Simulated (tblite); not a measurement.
Compound: C₅H₇NOSi₂.
Numbering: `[CH:1]#[C:2][Si@H:3]1[CH:4]=[C:5]([N:6]=[CH2:7])[SiH2:8][O:9]1` (hydrogens: H10 on C1; H11 on Si3; H12 on C4; H13, H14 on C7; H15, H16 on Si8)

Computed geometry: GFN2-xTB, gas phase.

**Question.** Give the optimised bond lengths and angles.

**Answer.** 
| bond | length (bohr) |
| --- | --- |
| C1≡C2 | 2.271 |
| C2–Si3 | 3.499 |
| Si3–C4 | 3.532 |
| C4=C5 | 2.546 |
| C5–N6 | 2.547 |
| N6=C7 | 2.368 |
| C5–Si8 | 3.615 |
| Si8–O9 | 3.065 |
| Si3–O9 | 3.145 |
| C1–H10 | 1.989 |
| Si3–H11 | 2.759 |
| C4–H12 | 2.043 |
| C7–H13 | 2.043 |
| C7–H14 | 2.064 |
| Si8–H15 | 2.752 |
| Si8–H16 | 2.756 |

A selection of angles:
| angle | degrees |
| --- | --- |
| C1–C2–Si3 | 179.0 |
| C2–Si3–C4 | 112.7 |
| C2–Si3–O9 | 107.9 |
| C4–Si3–O9 | 97.3 |
| Si3–C4–C5 | 113.5 |
| C4–C5–N6 | 126.6 |
| C4–C5–Si8 | 112.9 |
| N6–C5–Si8 | 120.0 |
| C5–N6–C7 | 130.0 |
| C5–Si8–O9 | 96.8 |
| Si3–O9–Si8 | 119.5 |

Torsions: C2–Si3–C4–C5 113° (anticlinal); Si3–C4–C5–N6 173° (antiperiplanar); C4–C5–N6–C7 87° (synclinal); C4–C5–Si8–O9 -2° (synperiplanar); C5–Si8–O9–Si3 2° (synperiplanar); C2–Si3–O9–Si8 -118° (anticlinal).

The C–Si distances run from 1.852 Å (C2–Si3, drawn single) to 1.913 Å (C5–Si8, drawn single), a spread of 0.061 Å. The O–Si distances run from 1.622 Å (Si8–O9, drawn single) to 1.664 Å (Si3–O9, drawn single), a spread of 0.042 Å. Si8 (oxygen-bound silicon) has angles from 96.8° to 115.6°. The C–C distances run from 1.202 Å (C1≡C2, drawn triple) to 1.347 Å (C4=C5, drawn double), a spread of 0.145 Å. The 2 C–N bonds span 1.253 Å (N6=C7, drawn double) to 1.348 Å (C5–N6, drawn single), a spread of 0.095 Å. The 5-membered ring Si3–C4–C5–Si8–O9 has internal angles of 96.8° to 119.5°; it is planar, 0.01 Å rms from its mean plane, widest ring torsion 2°. Si3 (oxygen-bound silicon) is distorted tetrahedral (angles from 97.3° to 119.4°).

Point group: C1 (no symmetry element, even within 0.4 Å). Its GFN2-xTB frequencies are all real (lowest 51 cm⁻¹). The numbers are those of one conformer. 3 starts were optimised and ended at 0.00, 0.02 and 0.15 kcal/mol (GFN2-xTB); the lowest of these is shown.

Hardware: one thread, Arm Neoverse V2 (aarch64), no GPU, shared host with 96 logical CPUs at a one-minute load of 55. Cost: 0.64 s of wall time. This is the geometry optimisation.
